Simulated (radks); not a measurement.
The nitrogen anion N3-, [Ne], held by a Watson sphere: a shell of charge +3 at radius R that stands for the Madelung well of a crystal (potential energy -3/R inside, -3/r outside, in hartree with lengths in bohr). All-electron calculation, non-relativistic Kohn-Sham, LDA (Slater exchange, VWN5 correlation), spin-polarised, spherical densities, point nucleus. Program: a radial shooting solver on a logarithmic mesh with Libxc functionals. Response by self-consistent Sternheimer equations with the Hartree and adiabatic LDA kernel. The sphere does not respond.

| R (bohr) | e(1s) (eV) | e(2s) (eV) | e(2p) (eV) | <r> 2p (bohr) | sum of <r^2> (bohr^2) | X-ray form factor at sin(theta)/lambda = 0.2 1/angstrom | alpha (bohr^3) |
|---|---|---|---|---|---|---|---|
| 1.74 | -373.67 | -19.743 | -8.578 | 1.641 | 25.68 | 5.471 | 15.21 |
| 1.88 | -374.01 | -18.972 | -8.045 | 1.701 | 27.49 | 5.321 | 17.93 |
| 2.44 | -374.85 | -16.488 | -6.240 | 1.931 | 35.13 | 4.877 | 34.02 |
| 2.57 | -374.95 | -16.042 | -5.893 | 1.983 | 37.01 | 4.806 | 39.32 |
| 3.12 | -375.12 | -14.603 | -4.690 | 2.203 | 45.56 | 4.606 | 70.95 |
| 3.43 | -375.13 | -14.048 | -4.174 | 2.325 | 50.87 | 4.549 | 97.07 |
| 3.68 | -375.12 | -13.701 | -3.826 | 2.424 | 55.45 | 4.522 | 123.5 |
